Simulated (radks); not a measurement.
Valence configurations of Lu I (all share [Xe]). Calculated with a radial shooting solver on a logarithmic mesh with Libxc functionals: scalar-relativistic Kohn-Sham, r2SCAN, spin-unpolarised, spherical densities, finite nucleus; meta-GGA in the generalised Kohn-Sham scheme; Fermi nuclear charge, rms radius 5.37 fm. Energies are relative to 4f14 5d1 6s2; eigenvalues in eV.

valence,E (eV),e(4f),e(5d),e(6p),e(6s)
4f14 5d1 6s2,0.000,-9.768,-1.589,-,-4.781
4f14 5d1 6s1.5 6p0.5,1.762,-10.546,-2.167,-1.649,-5.162
4f14 5d1 6s1 6p1,3.514,-11.268,-2.691,-1.976,-5.478
4f13.5 5d1 6s2 6p0.5,5.435,-14.965,-3.200,-1.771,-5.679
4f14 5d1 6p2,7.027,-12.633,-3.674,-2.508,-
4f13 5d2 6s2,11.252,-17.033,-2.710,-,-5.156
4f13 5d1 6s2 6p1,13.316,-20.578,-5.018,-2.287,-6.593
4f12.5 5d1 6s2 6p1.5,23.838,-26.525,-6.981,-2.785,-7.504
4f12 5d1 6s2 6p2,37.160,-32.756,-9.051,-3.270,-8.404
4f12 5d1 6s1 6p3,42.322,-34.121,-10.103,-3.798,-8.992

NIST lists [Xe] 4f14 5d1 6s2 as the ground configuration; this level of theory agrees among the configurations tried. The energies are those of spherical spin-averaged densities, not of single terms.
